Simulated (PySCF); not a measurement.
**BeBr₂: PBE0 against B3LYP**

Base calculation in PySCF with density fitting and no spin–orbit coupling, PBE0/def2-TZVP (no relativity): singlet, D∞h, Be–Br 1.953 Å (×2); wavenumbers 213 (×2), 240, 1003 cm⁻¹; gap between the highest occupied and lowest empty levels 8.28 eV, polar-tensor charge of Be 0.94 e, atomisation energy (no zero-point energy) 822 kJ/mol.

Problem. What changes on going to B3LYP/def2-TZVP (no relativity)?

Solution. The point group stays the same. Changes: mean bond to Be +0.005 Å, highest wavenumber -17 cm⁻¹, lowest wavenumber +5 cm⁻¹, gap between the highest occupied and lowest empty levels -0.56 eV, polar-tensor charge of Be -0.01 e, atomisation energy (no zero-point energy) -24 kJ/mol. The new structure has Be–Br 1.958 Å (×2), with wavenumbers 218 (×2), 237, 986 cm⁻¹.

Only the bonding shown was studied: isomers, or loss of a ligand pair, can lie lower.
